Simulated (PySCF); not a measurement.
Compound: C6H9FN (doublet state).
Cartesian coordinates in Å at the GFN2-xTB level; atoms count from 1:
```
atom  x, y, z in Å
C1    -1.2731    1.5334    1.3556
C2    -0.4985    0.9342    0.4137
C3     0.1120    1.3214   -0.7738
C4     0.7444   -0.0139   -1.0308
N5     2.1844   -0.0168   -1.0869
C6     0.0294   -0.4884    0.2934
C7    -0.9959   -1.5969    0.1827
F8     0.9489   -0.8223    1.2795
H9    -1.5434    2.5704    1.2680
H10   -1.6120    0.9954    2.2220
H11    0.1561    2.2426   -1.3198
H12    0.3726   -0.5343   -1.9220
H13    2.5389   -0.9672   -1.0934
H14    2.5672    0.4521   -0.2719
H15   -1.4980   -1.7310    1.1387
H16   -1.7314   -1.3365   -0.5732
H17   -0.5085   -2.5303   -0.0915
```

The hyperfine couplings belong to this conformer and change with its torsions.

As a line formula: `C=C1[CH][C@@H](N)[C@@]1(C)F` [radical].

Computed, not measured: UKS B3LYP, pcH-1 on C F H N, non-relativistic, mean-field spin-orbit, GIAO in PySCF. Geometry: GFN2-xTB, one conformer, isolated molecule. The geometry wasn't refined by DFT: couplings that depend on bond lengths, twists or pyramidal angles can differ widely from those at the functional's own minimum. No stability test was run, so a lower SCF solution isn't excluded. ⟨S²⟩ is 0.777 where a pure state has 0.75.

Largest spin populations (Mulliken): C1 (+0.68), C3 (+0.65) and C2 (-0.26). The positive populations add up to 1.40 and the negative ones to -0.40, together 2S = 1. The angles at C1 add up to 360.0°, so it is planar; its axial dipolar tensor and the negative couplings of its protons fit spin in a p orbital normal to that plane.

Question: Test a(H) = Q·ρ(C) for the protons on planar carbons with a spin population beyond ±0.08.

Answer: 
```tsv
H	C	ρ(C)	a(H) (G)	a/ρ (G)
H9	C1	+0.681	-14.18	-20.8
H10	C1	+0.681	-14.80	-21.7
H11	C3	+0.654	-14.33	-21.9
```

A least-squares line through the origin gives Q = -21.5 G with Mulliken populations.

Couplings in gauss use g_iso = 2.0026.
